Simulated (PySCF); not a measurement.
BeHCl, SMILES [BeH][Cl].

The structure is a stationary point at PBE0-D3(BJ)/def2-TZVPD.

All values below come from PySCF with CAM-B3LYP/def2-TZVPD.

Isolated molecule, no solvent.

Computed frontier levels, gap, dipole moment and polarisability:
- highest occupied level = -11.13 eV
- lowest empty level = 0.20 eV
- orbital gap = 11.33 eV
- dipole moment = 0.49 D
- quadrupole, principal values (traceless, Buckingham form, about the centre of nuclear charge) = -3.76, 1.88, 1.88 D·Å
- mean static polarisability = 30.6 bohr³ (4.54 Å³)
- polarisability, principal values = 27.7, 27.7, 36.5 bohr³
